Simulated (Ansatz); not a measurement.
H$_{2}$BO$_{3}$ (SMILES [O]B(O)O), doublet, at a GFN2-xTB geometry.

The Ansatz (a first-principles code) input:
Ansatz 0.2 input:
```yaml
crystal:
  periodic: [false, false, false]
  atoms:
    - {symbol: O, position_ang: [1.34790420, -0.49857345, 0.00923664]}
    - {symbol: B, position_ang: [0.12623520, -0.04669287, 0.00086504]}
    - {symbol: O, position_ang: [-0.94645583, -0.91561202, -0.00145748]}
    - {symbol: O, position_ang: [-0.12278728, 1.31111211, -0.00586961]}
    - {symbol: H, position_ang: [-1.81315905, -0.50618699, -0.00774958]}
    - {symbol: H, position_ang: [-1.04730568, 1.56423828, -0.01185202]}
basis:
  gaussian:
    orbitals: 6-31G__.json
hamiltonian:
  xc: {name: wB97X}
magnetization: {spin_polarized: true, initial_magnetization: 1}
accuracy: high
```
The basis file holds 6-31G** in the JSON format of the Basis Set Exchange.

**Question.** What <S^2> does WB97X/6-31G** in Ansatz give?

**Answer.** 0.753

**Question.** Predict the total energy from WB97X/6-31G**.

**Answer.** -251.7185 Eh

**Question.** Give the number of basis functions at the level WB97X/6-31G**.

**Answer.** 70
